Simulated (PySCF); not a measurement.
Substituent effects on chemical shifts

Parent skeleton `[CH2:1]1[CH2:2][S:3][SiH2:4][S:5]1`; one hydrogen on atom 1 is replaced by X. Hydrogens on one atom are averaged.

- PBE0/pcSseg-1 with gauge-including orbitals
- structure optimised with PBE0-D3(BJ)/def2-SVP
- run in PySCF 2.14.0 with density-fitted response routines
- non-relativistic, no solvent, a single conformation, fast rotation and ring inversion assumed for equivalent nuclei

Referencing at the same level of theory: TMS for ¹³C and ²⁹Si and ¹H; ³³S vs CS2.

Parent (X = H): C1 41.2, C2 41.2, S3 -137.8, Si4 6.9, S5 -137.8, H(C1) 2.69, H(C2) 2.69, H(Si4) 5.40 ppm. Effects are Δδ = δ(X) − δ(H), positive for deshielding.

Q: Give Δδ (ppm) for X = SCH3, CHF2, SSiH3.

A: 
```csv
X,SMILES,C1,C2,S3,Si4,S5,H(C1),H(C2),H(Si4)
SCH3,CS[C@H]1CS[SiH2]S1,+24.4,+2.6,+1.1,-1.5,+15.1,+1.41,-0.02,+0.07
CHF2,FC(F)[C@@H]1CS[SiH2]S1,+15.5,-0.7,-27.2,-0.8,+14.7,+0.59,+0.33,+0.02
SSiH3,[SiH3]S[C@@H]1CS[SiH2]S1,+16.7,+5.1,+4.8,+0.1,+51.4,+1.26,+0.06,+0.06
```

Q: Which position responds most, and to which substituents?

A: S5: from +14.7 ppm with CHF2 to +51.4 ppm with SSiH3.
